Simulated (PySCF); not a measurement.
**Excitation energy of Pd by level of theory**

Pd [Kr] 4d10 (1S) → Pd [Kr] 4d9 5p1 (high-spin determinant), as a difference of total energies. Calculation: PySCF 2.14, in x2c-TZVPPall with one added diffuse shell each of s, p, d, f type (9s7p7d3f1g, 95 functions); the spin-free X2C one-electron Hamiltonian (Gaussian nucleus). Correlated levels: valence and next inner shell: [Ar] 3d10 frozen. The calculations carry no spin-orbit coupling.

```csv
method,excitation energy (cm⁻¹)
UHF,23138
MP2 (valence and next inner shell),40484
SCS-MP2 (valence and next inner shell),38552
CCSD (valence and next inner shell),34201
CCSD(T) (valence and next inner shell),35410
```

A first-order spin-orbit estimate (lowest level to lowest level, LS coupling) adds -0.158 eV.

The determinant of the upper state mixes LS terms, which raises its energy above the lowest term, most at the Hartree-Fock and MP2 levels.
